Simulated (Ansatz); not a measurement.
`C[O][Ge]([F])([SH])[Cl]` + H₂ → `C[O][GeH]([F])[Cl]` + H₂S  (hydrogenolysis of a Ge–S bond)

Isolated molecules relaxed with PBE0-D4/def2-TZVP in Ansatz; ΔE leaves out vibrations. CCSD(T)/CBS is the MP2 limit (def2-TZVPP, def2-QZVPP) plus CCSD(T) − MP2 in def2-TZVPP, frozen cores. This one scheme is used for every species. Functionals use def2-TZVPP. B3LYP here is the variant with VWN-RPA as its local correlation; programs differ in this. For Ge outer-core shells are correlated without core-valence functions, which leaves a few kJ/mol of doubt a bond. Scalar relativity is left out up to krypton. One conformer a species, not always the lowest.

```
             level  ΔE (kcal/mol)  difference from CCSD(T)/CBS
            PBE-D4            9.5                          1.1
         r2SCAN-D4            9.5                          1.1
           PBE0-D4            8.5                          0.1
          B3LYP-D4            8.4                          0.0
           ωB97X-V            7.7                         -0.7
           ωB97M-V            8.1                         -0.3
            B2PLYP            7.2                         -1.2
               PBE            7.8                         -0.6
            r2SCAN            9.0                          0.6
              PBE0            6.9                         -1.5
             B3LYP            5.6                         -2.8
     HF/def2-TZVPP            2.6                         -5.8
    MP2/def2-TZVPP           10.0                          1.6
SCS-MP2/def2-TZVPP            8.1                         -0.3
   CCSD/def2-TZVPP            6.4                         -2.0
CCSD(T)/def2-TZVPP            7.9                         -0.5
     HF/def2-QZVPP            2.2                         -6.2
    MP2/def2-QZVPP           10.1                          1.7
SCS-MP2/def2-QZVPP            8.2                         -0.2
      HF/CBS(def2)            2.2                         -6.2
     MP2/CBS(def2)           10.5                          2.1
    CCSD/CBS(def2)            6.9                         -1.5
       CCSD(T)/CBS            8.4                            0
```

Largest T1 diagnostic among the species: 0.012.

In def2-TZVPP, CCSD(T) changes the Hartree–Fock value by +5.3 kcal/mol (the triples alone add +1.5 kcal/mol) and MP2 by +7.4 kcal/mol. The D4 term adds +2.9 kcal/mol with B3LYP and +1.6 kcal/mol with PBE0; it sums over pairs of atoms, weighted by their polarisabilities, and B3LYP, whose exchange is more repulsive, gets the larger term. From PBE to PBE0 (25 % exact exchange), in def2-TZVPP and without D4, ΔE moves by −0.8 kcal/mol.
